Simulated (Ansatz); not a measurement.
`C#C[O][SnH2][NH2]` and `C#CO[SiH2]F` differ in one atom or group.

Ansatz, PBE0-D4/def2-TZVP geometries, multiplicity 1. Each molecule was computed in one conformer, which needn't be the lowest.

Elements past krypton have def2 core potentials.

| property | `C#C[O][SnH2][NH2]` |
| --- | --- |
| HOMO–LUMO gap (B3LYP/def2-TZVPP) / eV | 5.43 |
| HOMO energy (PBE0/def2-TZVPP) / eV | -6.58 |
| size of the dipole moment (B3LYP/def2-TZVPP) / D | 2.79 |
| LUMO energy (PBE/def2-TZVPP) / eV | -1.55 |
| HOMO energy (PBE/def2-TZVPP) / eV | -5.32 |
| size of the dipole moment (ωB97M-V/def2-TZVPP) / D | 2.81 |

Q: What does the change do to each property? (An estimate is asked.)

A: Computed: 
```tsv
property	`C#CO[SiH2]F`	shift
HOMO–LUMO gap (B3LYP/def2-TZVPP) / eV	6.97	1.54
HOMO energy (PBE0/def2-TZVPP) / eV	-7.55	-0.97
size of the dipole moment (B3LYP/def2-TZVPP) / D	1.59	-1.20
LUMO energy (PBE/def2-TZVPP) / eV	-1.01	0.54
HOMO energy (PBE/def2-TZVPP) / eV	-6.26	-0.94
size of the dipole moment (ωB97M-V/def2-TZVPP) / D	1.57	-1.24
```

With PBE0 the HOMO falls by 0.97 eV and the LUMO rises by 0.52 eV, so the gap widens by about 1.49 eV. PBE moves the HOMO by -0.94 eV and ωB97M-V by -0.98 eV. Dipoles are sizes alone; their direction can turn.

B3LYP here is the variant with VWN-RPA as its local correlation; programs differ in this.
